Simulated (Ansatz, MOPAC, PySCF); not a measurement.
Noncovalent pair: CH4O (SMILES CO) (first 6 atoms) with C3H8 (SMILES CCC); geometry from B3LYP-D3(BJ)/def2-TZVP, rigid monomers moved along the line of their centres of mass till H6···C7 is 3.06 Å.
(charge 0, multiplicity 1):
```xyz
17

C      0.484     0.243    -0.280
O     -0.514    -0.518     0.383
H      0.752     1.147     0.279
H      0.068     0.543    -1.241
H      1.393    -0.340    -0.464
H     -0.174    -0.796     1.240
C     -0.300    -1.259     4.261
C     -0.022     0.106     4.884
C      0.339     1.168     3.848
H     -0.532    -2.010     5.018
H     -1.152    -1.212     3.577
H      0.569    -1.621     3.703
H      0.791     0.015     5.611
H     -0.901     0.431     5.448
H      0.520     2.138     4.315
H      1.246     0.891     3.304
H     -0.463     1.293     3.117
```

Interaction energies are E(AB) − E(A) − E(B) at the monomers' geometry in the complex; basis-set methods are counterpoise corrected. Rows marked so take none.

Rows in 6-31G* carry no dispersion term and start afresh at each structure (6-31G* with six Cartesian d functions). MP2/6-31G* freezes PySCF's default core. The state reached by PM7 isn't checked; PM7 holds dispersion and hydrogen-bond terms.

Codes used: Ansatz (a first-principles code) with Gaussian orbitals; MOPAC for PM7 (differences of heats of formation); PySCF for 6-31G* rows, the dispersion terms. Each number belongs to the level named beside it.

| level | interaction energy (kJ/mol) |
|---|---|
| PM7 | -5.3 |
| HF/aug-cc-pVDZ | -0.1 |
| BP86/6-31G* (no counterpoise) | -2.0 |
| B3LYP/6-31G* | -0.8 |
| B3LYP/6-31G* (no counterpoise) | -4.0 |
| B3LYP-D4/def2-TZVPPD | -5.7 |
| PBE0/def2-TZVPPD | -3.2 |
| PBE0-D3(BJ)/def2-TZVPPD | ? |
| MP2/6-31G* (no counterpoise) | ? |

**Question.** Fill in the missing entries.

**Answer.** 
- PBE0-D3(BJ)/def2-TZVPPD, interaction energy (kJ/mol): -7.3
- MP2/6-31G* (no counterpoise), interaction energy (kJ/mol): -6.7
